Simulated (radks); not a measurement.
The tungsten ion W+ inside a hard spherical wall (all orbitals vanish at R), configuration held at [Xe] 4f14 5d4 6s1 and not refilled when levels cross. Method: scalar-relativistic Kohn-Sham, LDA (Slater exchange, VWN5 correlation), spin-polarised, spherical densities, point nucleus; open shells are filled with parallel spins first (spin-orbit coupling, left out, can overturn this in heavy ions); computed with a radial shooting solver on a logarithmic mesh with Libxc functionals. Eigenvalues in eV for spin up, with the zero of energy where the potential of the charges vanishes at infinity; a dash marks a level that is unbound or too diffuse for the functional's potential to be trusted. A positive occupied level is held by the wall or, in an anion where self-interaction has pushed it up, behind a barrier. The pressure on the wall is -dE/dV.

R (bohr)	E (hartree)	kinetic (hartree)	e(5p)	e(4f)	e(6s)	e(5d)	e(6p, empty)	e(7s, empty)	pressure (GPa)
free	-16132.9103	17775.067	-51.590	-40.885	-13.230	-12.889	-7.460	-3.286	0
15	-16132.9103	17775.067	-51.590	-40.885	-13.230	-12.889	-7.460	-3.260	< 0.0001
12	-16132.9103	17775.067	-51.590	-40.885	-13.230	-12.889	-7.459	-3.104	< 0.0001
8	-16132.9097	17775.074	-51.560	-40.855	-13.202	-12.863	-7.332	-1.045	0.0316
7	-16132.9076	17775.096	-51.471	-40.760	-13.111	-12.784	-7.059	1.056	0.210
6	-16132.8968	17775.184	-51.158	-40.424	-12.758	-12.504	-6.247	5.420	1.38
5	-16132.8464	17775.507	-50.192	-39.360	-11.466	-11.601	-3.845	15.079	9.23
4	-16132.6093	17776.689	-47.526	-36.304	-6.768	-8.812	3.622	38.676	69.1
3.5	-16132.2394	17778.316	-44.819	-33.087	-0.586	-5.584	12.611	63.158	211
